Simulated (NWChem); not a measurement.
GaP₂H₅; SMILES [PH2][GaH][PH2]

```xyz
8

Ga    -0.5648    -0.0158     0.0000
H     -2.1390    -0.2032     0.0000
P      0.5732    -0.0914    -2.0475
H     -0.3144     0.8173    -2.6928
H      1.5397     0.8994    -1.7124
P      0.5732    -0.0914     2.0475
H      1.5397     0.8994     1.7124
H     -0.3144     0.8173     2.6928
```
Atoms are numbered in this order, from 1.

Program: NWChem. All runs use the structure optimised with B3LYP/6-31G* (spherical d). Total energies of different functionals are on different scales.

| level | energy (Ha) | highest occupied level (eV) | orbital gap (eV) | dipole (D) |
|---|---|---|---|---|
| B3LYP/def2-SVP | -2610.2013 | ? | ? | ? |
| PBE/def2-SVP | -2609.4901 | -5.92 | 3.57 | 1.50 |
| LDA (Slater exchange, PW92)/def2-SVP | -2604.5064 | -6.02 | 3.47 | 1.59 |
| BP86/def2-SVP | -2610.4494 | -6.02 | 3.57 | 1.49 |
| OLYP/def2-SVP | -2610.6618 | -5.74 | 3.68 | 1.47 |
| PW91/def2-SVP | -2610.2340 | -5.96 | 3.55 | 1.46 |
| TPSS/def2-SVP | -2610.1642 | -6.03 | 3.75 | 1.51 |

Task: What belongs in the gaps?

Result: 
- B3LYP/def2-SVP, highest occupied level (eV): -6.68
- B3LYP/def2-SVP, orbital gap (eV): 4.84
- B3LYP/def2-SVP, dipole (D): 1.38
